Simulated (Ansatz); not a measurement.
This geometry of GaH3 + H3P (8 atoms, charge 0, multiplicity 1) is a first-order saddle point.

Method: RKS PBE0/def2-SVP in Ansatz.

```xyz
8
Properties=species:S:1:pos:R:3
Ga 0.044 -0.279 -0.003
H -0.052 0.175 1.653
H 1.478 0.030 -0.501
H -1.392 -0.156 -0.574
P 0.116 -2.665 1.166
H -0.627 -2.989 -0.007
H 1.399 -2.788 0.557
H -0.017 -0.937 1.612
```

Task: Which two structures does it join? (They come from a converged band through this point; their orientation in space is the band's.)

Result: Bonds broken: Ga1–H2, P5–H8. Bonds formed: Ga1–P5, H2–H8. GaH3 + H3P becomes GaH4P + H2.

Image 0:

```xyz
8
Properties=species:S:1:pos:R:3
Ga 0.024 0.113 0.094
H -0.079 0.765 1.522
H 1.429 -0.052 -0.589
H -1.288 -0.219 -0.705
P 0.193 -3.036 1.198
H -0.669 -2.799 0.085
H 1.373 -2.630 0.505
H -0.034 -1.750 1.793
```

Image 10:

```xyz
8
Properties=species:S:1:pos:R:3
Ga 0.105 -0.713 -0.097
H -0.091 0.648 1.901
H 1.408 0.144 -0.270
H -1.301 -0.170 -0.539
P 0.262 -2.858 0.792
H -0.616 -3.441 -0.171
H 1.457 -3.187 0.084
H -0.275 -0.032 2.202
```

Task: How far does it lie above each of them?

Result: 21.6 kcal/mol above the first and 26.8 kcal/mol above the second. This is the barrier of this one path; another mechanism may lie lower. The orbitals stay closed-shell, which can raise the energy where a bond breaks towards radicals; this wasn't checked here.

Run time: 3.7 min on 1 thread of Arm Neoverse V1 (shared host), peak memory 0.16 GiB.
